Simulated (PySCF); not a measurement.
**Orbital picture of LiCa**

PBE0 at R = 3.430 Å; Li def2-TZVP, Ca def2-TZVP; no relativity (PySCF 2.14). State: ²Σ⁺ (doublet), unpaired electrons σ ↑. Only the outer orbitals are listed, counted within each symmetry.

```csv
spin,orbital,occ.,ε (eV),on Li (%),main shells (%)
α,4σ,1,-55.33,100,100 Li s
α,5σ,1,-50.50,0,100 Ca s
α,2π,1,-30.39,0,100 Ca p
α,2π,1,-30.39,0,100 Ca p
α,6σ,1,-30.32,0,100 Ca p
α,7σ,1,-4.87,31,"69 Ca s, 27 Li s"
α,8σ,1,-3.38,50,"49 Li s, 28 Ca p, 20 Ca s"
α,3π,0,-1.28,27,"72 Ca p, 27 Li p"
α,3π,0,-1.28,27,"72 Ca p, 27 Li p"
α,9σ,0,-1.09,64,"43 Li p, 36 Ca p, 21 Li s"
β,4σ,1,-55.15,100,100 Li s
β,5σ,1,-50.45,0,100 Ca s
β,2π,1,-30.36,0,100 Ca p
β,2π,1,-30.36,0,100 Ca p
β,6σ,1,-30.25,0,100 Ca p
β,7σ,1,-4.53,18,"76 Ca s, 14 Li s"
β,8σ,0,-1.66,41,"41 Li s, 32 Ca p, 21 Ca s"
β,3π,0,-1.10,18,"70 Ca p, 18 Li p, 12 Ca d"
β,3π,0,-1.10,18,"70 Ca p, 18 Li p, 12 Ca d"
```

Q: Which are the highest filled and the lowest empty level, where do they sit, and how wide is the gap?

A: Highest filled α 8σ at -3.38 eV (in %: 49 Li s, 28 Ca p, 20 Ca s); lowest empty β 8σ at -1.66 eV (in %: 41 Li s, 32 Ca p, 21 Ca s); the gap at PBE0 is 1.72 eV.

```json
{
 "bond order (Mayer)": "0.71",
 "⟨S²⟩": "0.777",
 "charge on Li (Mulliken, basis-dependent)": "0.02",
 "charge on Li (Löwdin, basis-dependent)": "0.00",
 "dipole moment (positive dipole means Li(−)Ca(+))": "-0.64 D",
 "polarisability along the bond": "500.9 bohr³",
 "polarisability across the bond": "210.5 bohr³"
}
```

The state is the lowest determinant that a PBE0 search found; another state may lie lower at other levels.
